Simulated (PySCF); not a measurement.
Delta-SCF ions had no search for a lower state. Excitations are Tamm–Dancoff values on a coarser integration grid. The basis has no diffuse functions, so Rydberg states are missing or too high.

# C₂H₅Cl₃Sn, SMILES `C[CH2][Sn]([Cl])([Cl])[Cl]` (charge 0, multiplicity 1)

Level of theory: PySCF 2.14.0 with ωB97X-D3(BJ)/def2-TZVP // PBE0-D3(BJ)/def2-SVP.

| Quantity | Value |
|---|---|
| HOMO | -11.06 eV |
| dipole moment | 3.90 D |
| HOMO–LUMO gap | 10.92 eV |
| LUMO | -0.13 eV |
| S1 excitation (TDA) | 6.25 eV |
| S1 oscillator strength | 0.000 |
| brightest of the four lowest singlets (TDA) | 6.33 eV |
| T1 excitation (TDA) | 5.21 eV |
| S1–T1 gap (TDA) | 1.04 eV |
| vertical ionisation energy (Delta-SCF) | 10.88 eV |
| total energy | -1674.4994 Ha |
| cost | around 8 core-minutes (rough) |

Bonds (Å): C1–C2 1.519, C1–H7 1.102, C1–H8 1.100, C1–H9 1.101, C2–Sn3 2.140, C2–H10 1.101, C2–H11 1.101, Sn3–Cl4 2.340, Sn3–Cl5 2.339, Sn3–Cl6 2.336. Bond angles (°): C2–C1–H7 110.4, C2–C1–H8 111.7, C2–C1–H9 111.7, H7–C1–H8 107.6, H7–C1–H9 107.5, H8–C1–H9 107.8, C1–C2–Sn3 111.2, C1–C2–H10 112.9, C1–C2–H11 112.9, Sn3–C2–H10 105.6, Sn3–C2–H11 105.6, H10–C2–H11 108.0, C2–Sn3–Cl4 110.5, C2–Sn3–Cl5 110.9, C2–Sn3–Cl6 114.2, Cl4–Sn3–Cl5 106.5, Cl4–Sn3–Cl6 107.2, Cl5–Sn3–Cl6 107.2.
Charge 0, spin multiplicity 1.
